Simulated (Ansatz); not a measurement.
## Relative stability

Two relaxed structures of C₂H₃Te (charge +1), closed shell (PBE0-D4/def2-TZVP; forces vanish, vibrations not checked).

A:

```tsv
atom	x (Å)	y (Å)	z (Å)
C1	-0.2310	-0.7723	-0.3015
C2	0.4301	0.2951	-0.1144
Te3	0.7430	-0.9553	1.6060
H4	-0.8932	-1.4068	-0.8720
H5	0.7704	1.2792	-0.4011
H6	2.1142	-1.6993	1.0126
```

B:

```csv
atom,x (Å),y (Å),z (Å)
C1,-0.2529,-0.7240,-0.2885
C2,0.0306,0.6329,0.0759
Te3,1.1637,-1.0576,0.9950
H4,-0.9219,-1.2695,-0.9463
H5,0.6158,1.2600,-0.5946
H6,-0.6352,1.1583,0.7585
```

Program: Ansatz 0.2.0. Basis: def2-TZVPP. Cores are frozen in the correlated methods. Filled d shells of the heavier atoms are correlated. Core potentials replace the inner electrons of the atoms past krypton. The def2 sets are not built for correlating such inner shells, so the correlated values are less sure here. B3LYP uses VWN-RPA correlation.

(1) Which structure is lower at CCSD(T), and by how much? (An estimate is asked for; the value comes from the calculation.)

(2) Do the other methods give the same order? (Judge from chemistry; the calculation decides.)

T1 diagnostic: at most 0.025. The restricted Hartree–Fock reference is unstable towards an unrestricted one at one or more of these structures.

Results:

(1) Computed: B, by 0.137 eV (electronic energy, against the other). By their contacts, A is C₂H₃Te ([CH]1[CH][TeH]1), total charge +1 and B is C₂H₃Te ([CH]1[CH2][Te]1), total charge +1.

(2) Computed: Not all: wB97M-V, HF give the other order.

```
   method  E(B) − E(A) (eV)
   PBE-D4            -0.118
r2SCAN-D4            -0.057
  PBE0-D4            -0.019
 B3LYP-D4            -0.020
  wB97M-V             0.130
       HF             0.275
      MP2            -0.200
     CCSD            -0.019
  CCSD(T)            -0.137
```

Labels in which every atom is bracketed show which atoms are joined, not bond orders.

For scale, one of the runs: CCSD(T)/def2-TZVPP, 154 basis functions, launched by `ansatz run in.yaml --threads 2 --pin off --events-out ev --progress --plain --max-ram 4352MiB`. Hardware: 2 CPU threads of an Intel Xeon Platinum 8488C, shared host. Wall time 31 s; peak host memory 1.2 GiB.
